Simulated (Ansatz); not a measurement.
The inner images of a band of GaH3 + H3P (8 atoms, charge 0, multiplicity 1) are given out of order.

All numbers below come from RKS PBE0-D4/def2-SVP (Ansatz 0.2.0).

Image 0:

```xyz
8
Properties=species:S:1:pos:R:3
Ga 0.023 0.096 0.103
H -0.065 0.747 1.533
H 1.422 -0.070 -0.592
H -1.296 -0.225 -0.687
P 0.187 -3.015 1.199
H -0.654 -2.800 0.066
H 1.379 -2.627 0.518
H -0.047 -1.715 1.763
```

Image 6:

```xyz
8
Properties=species:S:1:pos:R:3
Ga 0.120 -0.703 -0.091
H -0.169 0.633 1.872
H 1.429 0.142 -0.281
H -1.283 -0.157 -0.535
P 0.257 -2.844 0.809
H -0.637 -3.423 -0.142
H 1.441 -3.191 0.089
H -0.209 -0.068 2.182
```

Task: Put them in order from the first end to the last, with their energies above the first end.
A.
```xyz
8
Properties=species:S:1:pos:R:3
Ga 0.073 -0.630 -0.111
H -0.102 0.427 1.860
H 1.407 0.149 -0.391
H -1.334 -0.078 -0.537
P 0.149 -2.742 0.885
H -0.590 -3.347 -0.173
H 1.434 -3.061 0.356
H -0.088 -0.328 2.015
```
B.
```xyz
8
Properties=species:S:1:pos:R:3
Ga 0.048 -0.278 0.000
H -0.068 0.168 1.656
H 1.483 0.043 -0.488
H -1.382 -0.159 -0.586
P 0.129 -2.662 1.163
H -0.647 -3.000 0.017
H 1.396 -2.779 0.524
H -0.010 -0.942 1.618
```
C.
```xyz
8
Properties=species:S:1:pos:R:3
Ga 0.066 -0.516 -0.076
H -0.078 0.207 1.775
H 1.452 0.107 -0.443
H -1.362 -0.095 -0.552
P 0.127 -2.656 1.014
H -0.628 -3.161 -0.075
H 1.417 -2.893 0.465
H -0.045 -0.601 1.794
```
D.
```xyz
8
Properties=species:S:1:pos:R:3
Ga 0.033 -0.108 0.059
H -0.067 0.304 1.613
H 1.472 0.008 -0.530
H -1.366 -0.189 -0.627
P 0.137 -2.731 1.234
H -0.648 -2.919 0.054
H 1.386 -2.733 0.545
H 0.004 -1.242 1.556
```
E.
```xyz
8
Properties=species:S:1:pos:R:3
Ga 0.020 0.032 0.104
H -0.068 0.528 1.598
H 1.431 -0.027 -0.579
H -1.324 -0.203 -0.671
P 0.156 -2.887 1.248
H -0.646 -2.855 0.068
H 1.385 -2.708 0.548
H -0.005 -1.490 1.588
```

Result: E (+1.2 kcal/mol), D (+9.9 kcal/mol), B (+21.4 kcal/mol), C (+4.9 kcal/mol), A (-4.0 kcal/mol).

Time of the run: 63 s on 1 thread of AMD EPYC 9R45 96-Core Processor (Zen 5) (shared host), peak memory 0.18 GiB.
